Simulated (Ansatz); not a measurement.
A series at In: from `[SH][In]([SH])[SH]`, ligands are replaced one by one, each step taking up NH₃ and setting free H₂S; n counts the steps. Ansatz, PBE0-D4/def2-TZVP geometries. Each molecule was computed in one conformer, which needn't be the lowest.

```csv
n,molecule,"HOMO energy, ωB97M-V/def2-TZVPP (eV)"
0,`[SH][In]([SH])[SH]`,?
1,`[NH2][In]([SH])[SH]`,-9.61
2,`[NH2][In]([NH2])[SH]`,-9.38
3,`[NH2][In]([NH2])[NH2]`,-9.13
```

Question: By hand: fit a straight line y = ȳ + b (n − n̄) to the 3 given rows and predict n = 0.

Answer: n̄ = 2.000, ȳ = -9.373; Σ(n − n̄)(y − ȳ) = 0.480, Σ(n − n̄)² = 2.000, so b = 0.240 eV a step. Prediction: -9.373 + (0.240) × (-2.000) = -9.85 eV.

Question: By hand: compare with the computed value, -9.80 eV, and give the steps along the whole series.

Answer: The line misses by 0.05 eV (computed minus predicted). Steps: 0.19, 0.23, 0.25 eV.

The steps grow at each stage, from 0.19 to 0.25 eV, so the series is curved and an end member is harder to predict than an inner one. The highest orbital can change its character along such a series. The miss is 7.5 % of the series' range.
